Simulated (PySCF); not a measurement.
TeS: script and output

The script input.py:

```python
from pyscf import gto, dft

mol = gto.M(
    atom='Te 0 0 0; S 0 0 2.305',
    basis='sbkjc',
    ecp={'Te': 'sbkjc', 'S': 'sbkjc'},
    charge=0,
    spin=2,
    verbose=4,
)
mf = dft.UKS(mol, xc='bhandhlyp')
mf.kernel()
mf.stability(internal=True, external=True)
mf.dip_moment()
print('orbital energies (hartree):', [e[max(0, n-3):n+3].round(4) for e, n in zip(mf.mo_energy, mol.nelec)])
```

```bash
$ OMP_NUM_THREADS=1 python input.py
```

The log (some set-up lines and the per-cycle HOMO/LUMO lines with their warnings removed):

```
PySCF version 2.14.0

[INPUT] Symbol           X                Y                Z      unit          X                Y                Z       unit  Magmom
[INPUT]  1 Te     0.000000000000   0.000000000000   0.000000000000 AA    0.000000000000   0.000000000000   0.000000000000 Bohr   0.0
[INPUT]  2 S      0.000000000000   0.000000000000   2.305000000000 AA    0.000000000000   0.000000000000   4.355818717122 Bohr   0.0

nuclear repulsion = 8.26480676491106
number of shells = 8
number of NR pGTOs = 36
number of NR cGTOs = 16
basis = sbkjc
ecp = {'Te': 'sbkjc', 'S': 'sbkjc'}

******** <class 'pyscf.dft.uks.UKS'> ********
method = UKS
initial guess = minao
damping factor = 0
level_shift factor = 0
DIIS = <class 'pyscf.scf.diis.CDIIS'>
SCF conv_tol = 1e-09
SCF max_cycles = 50
number electrons alpha = 7  beta = 5
XC functionals = bhandhlyp
    Defined through Gaussian implementation.

grids dens level: 3
tot grids = 40840
init E= -17.4521073177598

cycle= 1 E= -18.024974503764  delta_E= -0.573  |g|= 0.239  |ddm|= 2.08
cycle= 2 E= -18.0275782281225  delta_E= -0.0026  |g|= 0.245  |ddm|= 0.777
cycle= 3 E= -18.075706976715  delta_E= -0.0481  |g|= 0.0904  |ddm|= 0.45
cycle= 4 E= -18.0839935173366  delta_E= -0.00829  |g|= 0.00615  |ddm|= 0.141
cycle= 5 E= -18.0840605187673  delta_E= -6.7e-05  |g|= 0.000863  |ddm|= 0.0221
cycle= 6 E= -18.0840619501315  delta_E= -1.43e-06  |g|= 0.000147  |ddm|= 0.00345
cycle= 7 E= -18.08406201846  delta_E= -6.83e-08  |g|= 8.13e-05  |ddm|= 0.000596
cycle= 8 E= -18.0840620401135  delta_E= -2.17e-08  |g|= 2.86e-05  |ddm|= 0.000468
cycle= 9 E= -18.0840620413904  delta_E= -1.28e-09  |g|= 1.97e-06  |ddm|= 0.000112
cycle= 10 E= -18.0840620414041  delta_E= -1.38e-11  |g|= 8.74e-07  |ddm|= 9.44e-06
Extra cycle  E= -18.0840620414059  delta_E= -1.79e-12  |g|= 7.29e-07  |ddm|= 3.34e-06
converged SCF energy = -18.0840620414059  <S^2> = 2.0088592  2S+1 = 3.0059004
uhf_internal: lowest eigs of H = [0.06111866 0.061123   0.20459999]
<class 'pyscf.dft.uks.UKS'> wavefunction is stable in the internal stability analysis
uhf_real2complex: lowest eigs of H = [0.03219186 0.10092346 0.10270809]
<class 'pyscf.dft.uks.UKS'> wavefunction is stable in the real -> complex stability analysis
uhf_external: lowest eigs of H = [-0.01611612  0.01241213  0.01249226]
Dipole moment(X, Y, Z, Debye):  0.00000,  0.00000, -2.37886
orbital energies (hartree): [array([-0.3926, -0.2923, -0.2923, -0.0382,  0.1986,  0.1986]), array([-0.3776, -0.3171, -0.3171, -0.1176, -0.1176, -0.0198])]
```

In short: E(SCF) = -18.084062 Eh, 10 cycles, ⟨S²⟩ = 2.009, μz(SCF) = -2.38 D, internal stable; real -> complex stable.

Run time: 3.5 s on 1 thread of Intel Xeon 6975P-C (shared host), peak memory 0.22 GiB.

The bond length is a typed value, not an optimised one. No search for the lowest solution was made.
